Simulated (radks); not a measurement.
Ionisation of neutral chlorine, [Ne] 3s2 3p5, to [Ne] 3s2 3p4 as the strength of local exchange is varied. Method: scalar-relativistic Kohn-Sham, Slater X-alpha exchange (alpha = 2/3 is LDA exchange), no correlation, spin-polarised, spherical densities, finite nucleus; open shells are filled with parallel spins first; Fermi nuclear charge, rms radius 3.3654 fm; computed with a radial shooting solver on a logarithmic mesh with Libxc functionals.

alpha	E(Cl) (hartree)	exchange (hartree)	IE (eV)	-e of the level emptied (eV)	<r> of it (bohr)
0.667	-458.81349	-25.37563	11.700	6.906 (3p)	1.887
0.686	-459.53701	-26.13417	11.911	7.100 (3p)	1.878
0.697	-459.95635	-26.57422	12.033	7.214 (3p)	1.873
0.753	-462.09628	-28.82465	12.668	7.803 (3p)	1.847
0.858	-466.13176	-33.09002	13.899	8.959 (3p)	1.801
0.892	-467.44494	-34.48396	14.310	9.347 (3p)	1.787
0.919	-468.49001	-35.59537	14.640	9.660 (3p)	1.776
1.032	-472.88534	-40.28948	16.060	11.015 (3p)	1.731

NIST Atomic Spectra Database: 12.968 eV (measured). The Delta-SCF value meets it near alpha = 0.78. Open shells are spherical and high-spin; term and fine-structure splittings are not resolved.
